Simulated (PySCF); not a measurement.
Vertical excitations of a molecule FH7OSi3 from PySCF with TDDFT-PBE/def2-SVPD, as energy in eV (oscillator strength): 5.84 (0.076), 5.99 (0.015), 6.42 (0.006), 6.62 (0.002), 6.66 (0.020), 6.76 (0.141), 6.84 (0.009), 6.95 (0.008), 6.99 (0.004), 7.09 (0.031). Lowest triplet (TDA): 5.22 eV. Coordinates come from a r2SCAN-D4/def2-SVP optimisation. Other conformers were not sampled.

**Question.** Pick the molecule that these values belong to.
A. O[SiH2][Si@H](F)[SiH3]
B. O[Si](F)([SiH3])[SiH3]
C. F[Si@H]([SiH3])O[SiH3]
D. O[Si@@H](F)[SiH2][SiH3]

**Answer.** D, O[Si@@H](F)[SiH2][SiH3]
